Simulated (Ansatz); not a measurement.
Two members of one family (Series InH2X), computed with Ansatz in the gas phase; def2 core potentials for In, no spin–orbit coupling. Binding counts from free atoms in the multiplicity of their measured ground term, without zero-point energy. A dash marks a value that wasn't run or was left out as unsound. The structures are stationary points that may keep the symmetry of their start. Remarks come from the PBE and PBE0 runs and from stability tests at other levels; not every state was tested. HOMO above LUMO (over both spins in singlets and doublets, within one spin in higher multiplets; at PBE or PBE0), or a gap under 0.15 eV within one spin, warns that the state may not be the lowest or that an electron is smeared out.

First: InH2(OH) (singlet, charge 0, PBE-D4/def2-TZVP geometry).

Cartesian coordinates in Å:
```
In 0.4364 0.4326 -0.1688
H 1.9853 0.6442 0.5376
H -0.4333 1.2054 -1.4438
O -0.5543 -1.0770 0.7338
H -1.4342 -1.2052 0.3412
```

| level | HOMO (eV) | LUMO (eV) | gap (eV) | vertical IE (eV) | vertical triplet (eV) | binding per atom (eV) |
| --- | --- | --- | --- | --- | --- | --- |
| PBE-D4/def2-TZVP | -6.64 | -2.22 | 4.42 | 10.23 | 4.71 | 2.61 |
| BLYP-D4/def2-TZVP | -6.55 | -2.21 | 4.34 | – | – | 2.58 |
| r2SCAN-D4/def2-TZVP | -6.93 | -1.92 | 5.01 | 10.34 | 4.79 | 2.60 |
| PBE0-D4/def2-SVP | -7.91 | -1.40 | 6.51 | – | – | 2.49 |
| CAM-B3LYP-D4/def2-TZVP | -9.66 | -0.76 | 8.90 | – | – | 2.61 |

Remarks: gap within one spin near zero at PBE or PBE0 (+1 doublet), gap within one spin near zero at PBE or PBE0 (triplet).

Second: InH2(CN) (singlet, charge 0, PBE-D4/def2-TZVP geometry).

```csv
atom,x (Å),y (Å),z (Å)
In1,-0.666,0.398,-0.245
H2,-0.552,1.032,-1.835
H3,-1.920,0.452,0.922
C4,1.090,-0.659,0.402
N5,2.048,-1.223,0.756
```

Q: What does the change do? Estimate second minus first.

A: 
```tsv
level	Δ HOMO (eV)	Δ LUMO (eV)	Δ gap (eV)	Δ vertical IE (eV)	Δ vertical triplet (eV)	Δ binding per atom (eV)
PBE-D4/def2-TZVP	-1.11	-1.16	-0.05	0.54	-0.36	0.83
BLYP-D4/def2-TZVP	-1.07	-1.15	-0.08	–	–	0.78
r2SCAN-D4/def2-TZVP	-1.11	-1.20	-0.09	0.56	-0.36	0.71
PBE0-D4/def2-SVP	-1.00	-1.17	-0.17	–	–	0.81
CAM-B3LYP-D4/def2-TZVP	-0.71	-1.07	-0.36	–	–	0.74
```

Remarks: gap within one spin near zero at PBE or PBE0 (+1 doublet), gap within one spin near zero at PBE or PBE0 (triplet).
